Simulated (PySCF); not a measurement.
RbCl, SMILES [Cl][Rb]. Geometry: PBE0-D3(BJ)/def2-TZVPD. The def2 effective core potentials stand for the cores of Rb; spin–orbit coupling is left out.

### Question
Give the equilibrium geometry at PBE0-D3(BJ)/def2-TZVPD (PySCF confirms it by a frequency run) as bond lengths and angles, and its point group. (The exact figures need the calculation; the answer reports its results.)

### Answer
point group C∞v.
Atoms: Rb1 Cl2. Bond lengths (Å): Rb1–Cl2 2.851.
Charge 0, spin multiplicity 1.
